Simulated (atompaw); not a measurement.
hafnium (Hf): one change to a PAW (atompaw) potential, before and after

* Element: hafnium (Hf)
* Generator: atompaw 4.2.0.5
* Type: PAW
* Functional: LDA (PW92)
* Relativity: scalar-relativistic
* Frozen core: [Kr] 4d10 4f14 5s2
* Valence charge: 10
* Reference configuration: 5p6 5d2 6s1 6p0 (charge +1)
* Partial waves: 6s (bound): rc 3.00 bohr; 6s channel at 2.1 Ry: rc 3.00 bohr; 5p (bound): rc 1.45 bohr; 6p (bound, empty): rc 2.40 bohr; 5d (bound): rc 3.00 bohr; 5d channel at 2.1 Ry: rc 3.00 bohr
* Local potential: bessel scheme, radius 2.75 bohr
* Core correction: smooth core density matched at 2.95 bohr
* Augmentation charge: sinc compensation charge, radius 2.80 bohr; PAW radius 3.00 bohr; waves and projectors: custom polynom2 7 10 vanderbiltortho

Change: local potential bessel scheme, radius 1.84 bohr.

Cutoffs: the cutoffs (Ry, on a coarse ladder) from which the occupation-weighted sum of valence levels, in a spherical-Bessel basis at the reference potential, stays within 10 and 1 mRy of its value at 400 Ry; they do not see the model core or the augmentation charge, which bear on the density cutoff.

Problem. What does the change do?

Solution. The potential gets neither clearly harder nor softer (25 Ry and 70 Ry → 25 Ry and 70 Ry); the range in which the p phases agree narrows (upper end 4.6 → 3.5); neither file shows a bound ghost.

```tsv
quantity	base	changed
cutoff, loose	25 Ry	25 Ry
cutoff, tight	70 Ry	70 Ry
bound ghosts	none	none
s: phases at 3.00 bohr within 0.05 rad from the reference energy up to (Ry; the scan ends near 5)	3.1	3.4
p: phases at 3.00 bohr within 0.05 rad from the reference energy up to (Ry; the scan ends near 5)	4.6	3.5
d: phases at 3.00 bohr within 0.05 rad from the reference energy up to (Ry; the scan ends near 5)	4.9	to the end of the scan
lowest overlap eigenvalue by channel	s 0.81, p 0.43, d 0.91	s 0.82, p 0.46, d 0.91
```

 The cutoffs see the waves, projectors and local potential, not the compensation charge or the core.
